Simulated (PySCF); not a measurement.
## Correlation energy of O³⁺ (oxygen, charge +3)

[He] 2s2 2p1, 2P determinant. Computed with PySCF 2.14 in aug-cc-pVTZ (5s4p3d2f, 46 functions), with the non-relativistic Hamiltonian (point nucleus). Frozen: 1s2; 3 electrons correlated.

```csv
level,correlation energy (mhartree)
CCSD,-90.67
(T),-0.95
CCSD(T),-91.62
CCSDT,-91.82
```

Diagnostics: T1 = 0.0053, D1 = 0.0103, largest double amplitude 0.136.

Is a single reference adequate?

Mostly. T1 lies below 0.03, but a double amplitude of this size points to a near-degeneracy that CCSD handles and MP2 describes poorly.
